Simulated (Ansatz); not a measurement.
`O[Si@@H]1[GaH][Si@H]1F`, relaxed with RKS PBE-D4/def2-SVP in Ansatz 0.2.0 from a rough embedded geometry. The force threshold is 0.03 eV/Å; the program also tests the step.

Charge 0, multiplicity 1.

Start:

```xyz
9

O    -0.571    0.262   -1.823
Si    0.407   -0.319   -0.568
Ga    1.076   -1.944    0.415
Si    0.077    0.861    1.241
F     0.108    2.472    0.961
H    -1.552   -0.033   -1.536
H     1.819   -0.129   -1.012
H    -0.084   -1.712    0.471
H    -1.280    0.542    1.851
```

**Question.** By how much does the energy fall, and how many steps does the optimiser take? (Best estimate.)

**Answer.** The calculation gave: 717.74 kJ/mol, in 54 steps, 3 of them rejected.

**Question.** Which bonds change most? (Best estimate.)

**Answer.** The calculation gave: Ga3–Si4 from 3.090 to 2.362 Å; Si2–Ga3 from 2.014 to 2.508 Å; Ga3–H8 from 1.184 to 1.589 Å; Si2–Si4 from 2.185 to 2.303 Å.

**Question.** Give the relaxed structure. (Best estimate.)

**Answer.** Ansatz gave: 
```xyz
9

O    -0.577    0.174   -2.342
Si    0.448   -0.011   -1.016
Ga    0.182   -1.386    1.066
Si    0.513    0.953    1.075
F     0.490    2.445    1.784
H    -1.505    0.346   -2.097
H     1.781   -0.254   -1.668
H    -0.374   -2.608    1.914
H    -0.958    0.342    1.283
```
